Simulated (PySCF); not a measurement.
From computed data to an observable: chemical shift, span and skew from a shielding tensor

F2GeH4OSi, SMILES O[Si](F)(F)[GeH3]. Atoms are numbered in the order given.

```xyz
9

O     -1.5409    -1.4424     0.0000
Si     0.0012    -0.8809     0.0000
F      0.8028    -1.4665    -1.2818
F      0.8028    -1.4665     1.2818
Ge    -0.0124     1.4607     0.0000
H     -1.7009    -2.3930     0.0000
H     -0.7368     1.9682     1.2524
H      1.4295     1.9829     0.0000
H     -0.7368     1.9682    -1.2524
```
Charge 0, spin multiplicity 1.

Coordinates come from a ωB97X-D3(BJ)/def2-SVP optimisation. The structure was generated by enumeration, and PubChem lists no compound with its InChIKey, so it may never have been made. One conformer was computed; it need not be the lowest.

GIAO shieldings from PySCF with KT2/pcSseg-1, non-relativistic, no solvent. The symmetric part of the tensor of F3 has the principal values 200.4, 227.6, 368.6 ppm. The same nucleus in CFCl3 has σ = 127.1 ppm at this level (PySCF, at its B3LYP-D3(BJ)/def2-TZVP geometry).

Problem. Work out the isotropic shielding, the ¹⁹F shift against CFCl3, the span and the skew.

Solution. 
σ(iso) = (σ11 + σ22 + σ33)/3 = 265.5 ppm. δ = σ(ref) − σ(iso) = 127.1 − (265.5) = -138.4 ppm.
Span Ω = σ33 − σ11 = 168.2 ppm. Skew κ = 3(σ(iso) − σ22)/Ω = 0.68. Tumbling in solution averages the tensor to δ; in a static solid the shielding alone would spread this spin-1/2 line over Ω.
